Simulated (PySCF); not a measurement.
Compound: C₇H₅F₃.
Cartesian coordinates in Å at the GFN2-xTB level; atoms count from 1:
```
atom  x, y, z in Å
F1     3.959   -0.936    0.527
C2     3.417    0.159   -0.036
F3     3.861    1.211    0.675
F4     3.962    0.268   -1.260
C5     1.970    0.096   -0.081
C6     0.766    0.045   -0.141
C7    -0.625   -0.017   -0.155
C8    -1.572    0.001   -1.106
C9    -2.704   -0.115   -0.131
C10   -1.621   -0.137    0.977
H11   -1.549    0.071   -2.178
H12   -3.295   -1.025   -0.215
H13   -3.375    0.742   -0.100
H14   -1.557   -1.063    1.543
H15   -1.639    0.709    1.660
```

Probes without a nucleus sit at each ring's centroid and 1 Å off its mean plane on both sides; NICS is minus the shielding there, NICSzz its component along the normal. Level: GIAO PBE0/pcSseg-1 (PySCF, non-relativistic, gas phase) on the GFN2-xTB geometry, one conformer.

Ring bond lengths (Å), with Mayer bond orders in brackets: C7–C8 1.342 (1.68), C8–C9 1.499 (1.05), C9–C10 1.549 (1.05), C10–C7 1.512 (1.05).

Task: Give the NICS values of each ring in ppm.

Result: 
```csv
ring,type,NICS(0),"NICS(1), two faces","NICS(1)zz, two faces",rms pucker (Å),"centre to ring atoms, mean (Å)"
C7–C8–C9–C10,"4-membered carbocycle; formal bonds 1 double, 3 single",-0.3,-2.3 / -2.3,-0.2 / -0.1,0.00,1.04
```

Task: What can be read from them?

Result: 
- C7–C8–C9–C10: mean NICS(1)zz -0.2 ppm, near zero. C9, C10 have four or more neighbours, so the value isn't read as a sign of a π ring current.

Task: What is the mean of the two in-plane components of NICS at the first NICS(1) probe listed for ring C7–C8–C9–C10, 1 Å off the ring?

Result: The isotropic value is a third of the trace: (3 × -2.3 − (-0.2))/2 = -3.3 ppm.

Task: Give the inner angles of the rings and the Hirshfeld charges of the ring atoms.

Result: 
- C7–C8–C9–C10: C7 93.8° (+0.003 e), C8 94.0° (-0.015 e), C9 86.5° (-0.066 e), C10 85.7° (-0.061 e); sum 360.0° against 360° for a flat convex ring.

Task: How shielded are the nuclei of the rings and their hydrogens (means over atoms taken as equivalent)?

Result: 
```
   atoms                      environment  σ isotropic (ppm)
      C7  fully substituted alkene carbon               54.2
      C8                 alkene CH carbon               25.6
      C9                   allylic carbon              155.7
     C10                   allylic carbon              151.3
     H11                 vinylic hydrogen              24.76
H12 (×2)               methylene hydrogen              29.08
H14 (×2)               methylene hydrogen              28.88
```
